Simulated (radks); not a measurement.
The numbers below are computed, except where a source is named.
Ta37+, configuration [Kr] (the NIST ground configuration).

Code: a radial shooting solver on a logarithmic mesh with Libxc functionals. Model: non-relativistic Kohn-Sham, TPSS, spin-polarised, spherical densities, point nucleus; meta-GGA in the generalised Kohn-Sham scheme; relativity is left out, which matters for an element this heavy.

Energy parts (Ry):
part                       energy
total                 -27987.0219
kinetic                27983.0424
electron-nucleus      -61938.1715
Hartree                 6441.7455
exchange-correlation    -473.6383

Orbitals (lengths in bohr, moments of r in powers of bohr; r(max) is where P^2 peaks; r(90%) holds 90 % of the orbital's charge):
[
 {"orbital": "1s", "occ.": "2", "eigenvalue (Ry)": "-4675.014", "r(max)": "0.01377", "<r^2>": "0.0005753", "r(90%)": "0.0369"},
 {"orbital": "2s", "occ.": "2", "eigenvalue (Ry)": "-864.3590", "r(max)": "0.07498", "<r^2>": "0.009002", "r(90%)": "0.134"},
 {"orbital": "2p", "occ.": "6", "eigenvalue (Ry)": "-832.8441", "r(max)": "0.05827", "<r^2>": "0.006663", "r(90%)": "0.120"},
 {"orbital": "3s", "occ.": "2", "eigenvalue (Ry)": "-283.0874", "r(max)": "0.2048", "<r^2>": "0.05498", "r(90%)": "0.320"},
 {"orbital": "3p", "occ.": "6", "eigenvalue (Ry)": "-268.8242", "r(max)": "0.1930", "<r^2>": "0.05076", "r(90%)": "0.311"},
 {"orbital": "3d", "occ.": "10", "eigenvalue (Ry)": "-242.7468", "r(max)": "0.1523", "<r^2>": "0.03929", "r(90%)": "0.283"},
 {"orbital": "4s", "occ.": "2", "eigenvalue (Ry)": "-131.7336", "r(max)": "0.4322", "<r^2>": "0.2163", "r(90%)": "0.618"},
 {"orbital": "4p", "occ.": "6", "eigenvalue (Ry)": "-125.5239", "r(max)": "0.4283", "<r^2>": "0.2151", "r(90%)": "0.621"}
]

The highest occupied level is 4p at -1707.8 eV. For comparison, the ionisation energy in NIST's Atomic Spectra Database is 1748 eV (theoretical). In exact Kohn-Sham theory the highest level is minus the ionisation energy, but local and semilocal functionals leave it too shallow, through self-interaction and a potential that decays too fast; potentials with the right tail come closer. Virial ratio -V/T = 2.00014.
